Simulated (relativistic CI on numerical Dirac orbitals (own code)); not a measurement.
Computed by Dirac-Coulomb-Breit CI, separate exchange-only KLI orbitals for each configuration, model QED (radiative potential, 1s self-energy scaled to tabulated hydrogen-like ionisation energies), unscaled Slater integrals (own radial code, finite nucleus).

CI space (outside the closed core [Ar] 3d10): 4s²4p⁶4d⁹, 4s²4p⁵4d¹⁰, 4s²4p⁶4d⁸4f, 4s²4p⁶4d⁸5s, 4s²4p⁶4d⁸5p, 4s4p⁶4d¹⁰, 4s²4p⁵4d⁹4f, 4s²4p⁶4d⁷5s5p, 4s²4p⁶4d⁸5d, 4s²4p⁶4d⁷4f5s, 4s²4p⁶4d⁸6s, 4s²4p⁶4d⁸6p, 4s²4p⁶4d⁸5f, 4s4p⁶4d⁹4f, 4s²4p⁶4d⁸6d, 4s²4p⁵4d⁹5s, 4s²4p⁶4d⁸5g, 4s²4p⁶4d⁸7s, 4s²4p⁶4d⁸7p, 4s²4p⁶4d⁸6f, 4s²4p⁵4d⁹5p, 4s²4p⁵4d⁹5d, 4s4p⁶4d⁹5s, 4s²4p⁶4d⁷5s², 4s²4p⁶4d⁶4f5s², 4s²4p⁶4d⁶5s²5p, 4s²4p⁵4d⁷4f5s², 4s4p⁶4d⁸5s², 4s4p⁶4d⁷4f5s², 4s4p⁶4d⁷5s²5p, 4s4p⁵4d⁸4f5s². Double excitations out of closed p, d and f shells are left out; levels of such configurations are missing from the list, as are those of other unlisted configurations, and high levels can miss mixing partners.

At this charge energies of transitions that change n are usually good to better than 1 %, and those within a shell (Δn = 0) to a few per cent. Levels and lines within the n = 5 or 6 shells can be off by up to 10 % or somewhat more, and those that change n by about 2 %, since core polarisation is missing.

Outline of the computed level scheme of Xe X. Lowest level of each configuration: 4s²4p⁶4d⁹ ²D5/2 at 0.0000 eV; 4s²4p⁶4d⁸5s ⁴F9/2 at 62.8297 eV; 4s²4p⁶4d⁸5p ⁴D°7/2 at 78.3505 eV; 4s²4p⁵4d¹⁰ ²P°3/2 at 80.4046 eV; 4s²4p⁶4d⁸4f ⁴F°7/2 at 84.5147 eV.

Some strong electric-dipole decays among the lowest 45 levels: 4s²4p⁶4d⁸5p ²D°5/2 → 4s²4p⁶4d⁹ ²D5/2 (4.1e+10 s⁻¹); 4s²4p⁶4d⁸5p ²D°5/2 → 4s²4p⁶4d⁹ ²D5/2 (3.0e+10 s⁻¹); 4s²4p⁶4d⁸5p ²F°7/2 → 4s²4p⁶4d⁹ ²D5/2 (2.6e+10 s⁻¹); 4s²4p⁶4d⁸5p ²D°5/2 → 4s²4p⁶4d⁹ ²D5/2 (2.3e+10 s⁻¹); 4s²4p⁶4d⁸4f ⁴F°7/2 → 4s²4p⁶4d⁹ ²D5/2 (2.2e+10 s⁻¹); 4s²4p⁶4d⁸5p ²F°5/2 → 4s²4p⁶4d⁹ ²D5/2 (2.2e+10 s⁻¹); 4s²4p⁶4d⁸5p ²F°7/2 → 4s²4p⁶4d⁹ ²D5/2 (1.3e+10 s⁻¹); 4s²4p⁶4d⁸5p ²F°7/2 → 4s²4p⁶4d⁹ ²D5/2 (1.2e+10 s⁻¹).

LS names give the leading component of a level, which can be under half, so a name can repeat, a term be missing and a line seem to break the LS rules.
